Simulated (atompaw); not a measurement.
PBE PAW (atompaw) dataset for bromine, scalar-relativistic all-electron reference.

atompaw 4.2.0.5 was run on this input:

```
Br 35
GGA-PBE scalarrelativistic loggrid 1500 logderivrange -4 5 226
4 4 3 0 0 0
4 1 4
0 0 0
c
c
c
v
c
c
v
c
1
1.90 1.55 1.30 1.65
y
-1.6
n
y
1.55
n
custom polynom vanderbiltortho sinc
bessel
1.90
1.15
1.90
1.90
PWSCFOUT
UPFDX 0.0125d0 UPFXMIN -7.d0 UPFZMESH 35.d0
END
```

Command:

```bash
atompaw < Br.input > Br.log
```

Resulting log (summary file):

```
Completed calculations for Br (AE)

 Exchange-correlation type: GGA, Perdew-Burke-Ernzerhof

 Radial integration grid is logarithmic
 r0 =   2.4221331E-04 h =   8.4774659E-03   n =      1500 rmax =   8.0000000E+01

 Scalar relativistic calculation

 AEatom converged in  33 iterations
   nz     =  35.00
   delta  =       8.835945452778E-17

 All Electron Orbital energies:
  n  l      occupancy      energy
  1  0      2.0000000E+00 -9.7970021E+02
  2  0      2.0000000E+00 -1.2820967E+02
  3  0      2.0000000E+00 -1.8322559E+01
  4  0      2.0000000E+00 -2.2340137E+00
  2  1      6.0000000E+00 -1.1317693E+02
  3  1      6.0000000E+00 -1.3575633E+01
  4  1      4.0000000E+00 -1.2840763E+00
  3  2      1.0000000E+01 -5.7267854E+00

 Total energy
   Total                    :    -5211.90280521493696

 ---
 Completed calculations for Br (SC)

 Exchange-correlation type: GGA, Perdew-Burke-Ernzerhof

 Radial integration grid is logarithmic
 r0 =   2.4221331E-04 h =   8.4774659E-03   n =      1500 rmax =   8.0000000E+01

 Scalar relativistic calculation

 SCatom converged in   4 iterations
   nz     =  35.00
   delta  =       4.661869795911E-16

 Valence Electron Orbital energies:
  n  l      occupancy      energy
   4  0      2.0000000E+00 -2.2340137E+00
   4  1      4.0000000E+00 -1.2840763E+00

 Total energy
   Total                    :    -5211.90280522132616
   Valence                  :     -203.34570216544017

 PAW parameters:
       lmax =            1
         rc =    1.9028255338295477
        irc =         1059
   rc_shape =    1.5524774355637985
    rc_vloc =    1.3103232389171118
    rc_core =    1.6614354507295137
   Vloc: truncated form - Vps(r)=A.sin(qr)/r for r<rc
   Projector type: polynomial pseudization + Vanderbilt ortho.
   Sinc^2 compensation charge shape zeroed at   1.5525E+00

 Number of basis functions     4
 No.   n  nodes  l      Energy         Cp coeff         Occ
  1    4    3    0   -0.2234014E+01  0.1732957E+00  0.2000000E+01
  2  999    4    0   -0.1600000E+01 -0.3410257E+00  0.0000000E+00
  3    4    2    1   -0.1284076E+01  0.6604108E+02  0.4000000E+01
  4  999    3    1    0.1550000E+01  0.5702635E-01  0.0000000E+00

 Eigenvalues of overlap operator (in the basis of projectors):
    1        2.65922791E-03
    2        4.17192657E-03
    3        1.11225663E+00
    4        6.46665229E+01

 Orbital leakage outside PAW augmentation regions
   orb  is_core?  %out_of_sphere
   1 0    T           0.00
   2 0    T           0.00
   3 0    T           0.00
   4 0    F          28.46
   2 1    T           0.00
   3 1    T           0.01
   4 1    F          47.35
   3 2    T           0.18

 Summary of PAW energies
   Total valence energy     :   -203.34573493952982
   Smooth energy            :     29.64664306718771
   One center               :   -232.99237800671753
   Smooth kinetic           :      8.58131789290666
   Vloc energy              :      2.04130147332216
   Smooth exch-corr         :     -6.33897015098340
   One-center xc            :   -177.18039279693696
```

Note: ghost states, extra bound levels that the all-electron valence spectrum of the same l lacks: s at -28.6 eV, d at -4.8 eV. A true bound ghost makes a file unfit for plane-wave use.

The run took about 5.3 s on one core of a shared server CPU.
